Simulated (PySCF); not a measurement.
# Radial density of Cr²⁺ (chromium, charge +2)

UHF, [Ar] 3d4, high-spin 5D determinant. All numbers are calculated (PySCF 2.14, scalar relativity by spin-free X2C-1e, in aug-cc-pVDZ-DK).

```
r (bohr)  4πr²ρ (e/bohr)  4πr²(ρα − ρβ)
0.000867          0.1252         0.0000
 0.00146          0.3201         0.0000
 0.00245          0.8054         0.0000
 0.00413           1.971         0.0000
 0.00694           4.609        -0.0001
  0.0117           9.928        -0.0001
  0.0196           18.53        -0.0002
  0.0330           27.13        -0.0001
  0.0556           27.52         0.0009
  0.0935           21.88         0.0089
   0.157           28.31         0.0738
   0.264           27.52         0.4685
   0.445           10.90         1.7655
   0.748           13.34         3.1941
    1.26           6.930         2.3364
    2.12          0.9031         0.6219
    3.56         0.03976         0.0386
    10.1       1.520e-05         0.0000
```

Densities and radii are taken from the X2C orbitals without a picture-change correction, which distorts them close to the nucleus.
